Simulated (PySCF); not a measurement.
SMILES CC[CH2][GeH3], GFN2-xTB optimised geometry.

```
14

C      1.62    -0.16     1.23
C      1.05    -0.85     0.00
C     -0.47    -0.85     0.00
Ge    -1.28     0.95     0.00
H      1.26    -0.65     2.14
H      1.32     0.88     1.26
H      2.71    -0.21     1.23
H      1.41    -0.33    -0.89
H      1.41    -1.88    -0.04
H     -0.83    -1.38    -0.88
H     -0.84    -1.40     0.87
H     -2.71     0.89    -0.45
H     -1.29     1.60     1.35
H     -0.57     1.88    -0.93
```

Density from PBE0/def2-TZVP in PySCF at that geometry.

Minimum of the electron density along straight lines between bonded atoms, close to the bond critical point (lines longer than 1.1 times the sum of covalent radii, or with two minima, are not listed):

| bond | length / Å | ρ at the minimum / e bohr⁻³ | ∇²ρ there / e bohr⁻⁵ | position (fraction from the first atom) |
|---|---|---|---|---|
| C1–C2 | 1.521 | 0.248 | -0.62 | 0.50 |
| C2–C3 | 1.525 | 0.245 | -0.60 | 0.50 |
| C3–Ge4 | 1.976 | ___ | ___ | 0.53 |
| C1–H5 | 1.088 | 0.279 | -0.95 | 0.64 |
| C1–H6 | 1.090 | 0.277 | -0.94 | 0.64 |
| C1–H7 | 1.088 | 0.279 | -0.96 | 0.64 |
| C2–H8 | 1.093 | 0.279 | -0.95 | 0.64 |
| C2–H9 | 1.094 | 0.278 | -0.95 | 0.64 |
| C3–H10 | 1.093 | 0.275 | -0.92 | 0.64 |
| C3–H11 | 1.092 | 0.275 | -0.92 | 0.64 |
| Ge4–H12 | 1.497 | 0.142 | 0.10 | 0.60 |
| Ge4–H13 | 1.496 | 0.142 | 0.10 | 0.60 |
| Ge4–H14 | 1.496 | 0.142 | 0.10 | 0.60 |

Some entries are withheld; supply them.


- C3–Ge4, ρ at the minimum / e bohr⁻³: 0.124
- C3–Ge4, ∇²ρ there / e bohr⁻⁵: 0.07
